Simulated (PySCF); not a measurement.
F₂H₅NSi₂, SMILES [SiH2](N)[SiH](F)F.

Geometry: PBE-D3(BJ)/def2-SVP. The structure was generated by enumeration, and PubChem lists no compound with its InChIKey, so it may never have been made. The values are those of a single conformer.

Computed with PBE0/def2-TZVP (PySCF).

The molecule is in vacuum.

```yaml
total_energy: -836.21460 hartree
point_group: Cs
highest_occupied_level: -7.43 eV
lowest_empty_level: -0.79 eV
orbital_gap: 6.64 eV
dipole_moment: 0.228 e·Å
quadrupole, principal values (traceless, Buckingham form, about the centre of nuclear charge): -8.30, -0.29, 8.59 D·Å
mean_static_polarisability: 60.3 bohr³ (8.93 Å³)
polarisability_principal_values: 53.5, 56.1, 71.2 bohr³
```
